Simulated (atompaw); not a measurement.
## What one change does to a pseudopotential (oxygen, PAW (atompaw))

* Element: oxygen
* Generator: atompaw 4.2.0.5
* Type: PAW
* Functional: PBE
* Relativity: scalar-relativistic
* Frozen core: [He]
* Valence charge: 6
* Reference configuration: 2s2 2p3 (charge +1)
* Partial waves: 2s (bound): rc 1.90 bohr; 2s channel at -1.75 Ry: rc 1.90 bohr; 2p (bound): rc 1.90 bohr; 2p channel at -0.7 Ry: rc 1.90 bohr
* Local potential: troulliermartins scheme with l = 2 at 1 Ry, radius 1.55 bohr
* Core correction: smooth core density matched at 1.00 bohr
* Augmentation charge: sinc compensation charge, radius 1.65 bohr; PAW radius 1.90 bohr; waves and projectors: custom polynom gramschmidtortho

Change: wave 2p (bound): rc 1.90 bohr becomes 2p (bound): rc 1.76 bohr.

Cutoffs: the cutoffs (Ry, on a coarse ladder) from which the occupation-weighted sum of valence levels, in a spherical-Bessel basis at the reference potential, stays within 10 and 1 mRy of its value at 400 Ry; they do not see the model core or the augmentation charge, which bear on the density cutoff.

Question: What does the change do?

Answer: The potential gets harder (18 Ry and 35 Ry → 21 Ry and 40 Ry); the range in which the p phases agree narrows (upper end at the end of the scan → 1.0); neither file shows a bound ghost.

```csv
quantity,base,changed
"cutoff, loose",18 Ry,21 Ry
"cutoff, tight",35 Ry,40 Ry
bound ghosts,none,none
s: phases at 1.90 bohr within 0.05 rad from the reference energy up to (Ry; the scan ends near 5),to the end of the scan,to the end of the scan
p: phases at 1.90 bohr within 0.05 rad from the reference energy up to (Ry; the scan ends near 5),to the end of the scan,1.0
lowest overlap eigenvalue by channel,"s 0.89, p 0.92","s 0.89, p 0.83"
```

 The cutoffs see the waves, projectors and local potential, not the compensation charge or the core.
